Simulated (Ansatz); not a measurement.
Task: Name a neutral molecule of B, C, N and H with HOMO energy (PBE0/def2-TZVPP) between -6.25 and -5.95 eV and HOMO–LUMO gap (ωB97M-V/def2-TZVPP) between 10.45 and 10.75 eV (Ansatz, PBE0-D4/def2-TZVP geometry).

Result: `CNB(NC)NC` (-6.05 eV, 10.74 eV). Other molecules can fit too; these were computed, each in one conformer that needn't be the lowest.
